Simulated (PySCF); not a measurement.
Polarisability and C₆ of In⁻ (indium, charge -1)

[Kr] 4d10 5s2 5p2, high-spin 3P determinant. All numbers are calculated (PySCF 2.14, scalar relativity through the core potential, in aug-cc-pVQZ-PP with ECP28MDF). Coupled (time-dependent) response in atomic units; α is the mean over directions.

```tsv
method	mean α (bohr³)	α xx, yy, zz	C₆ (like pair)	S(−4)
LC-wPBE	367.7	184.3, 459.3, 459.3	7262	111300
```

S(−4) is the Cauchy moment in α(ω) = α(0) + S(−4) ω² + …

Spin-orbit coupling is absent.

α(iu) at LC-wPBE:

```tsv
u (hartree)	α(iu) (bohr³)
0	367.7
0.0500	230.2
0.100	130.3
0.200	58.49
0.300	33.96
0.500	16.37
0.750	9.135
1.00	6.079
1.50	3.435
2.00	2.264
3.00	1.209
5.00	0.5038
```

A single London oscillator, α(iu) = α/(1 + u²/ω²), gives C₆ = (3/4) ω α². Matching the computed C₆ needs ω = 4 × 7262 / (3 × 367.7²) = 0.0716 hartree.

For an ion, C₆ is the dispersion term alone; charge-induced terms of lower order in 1/R come first.

The components differ because the open shell of this determinant is not spherical; for a pure term their mean is the scalar polarisability.

Energies and moments cover only the electrons outside the core potential.
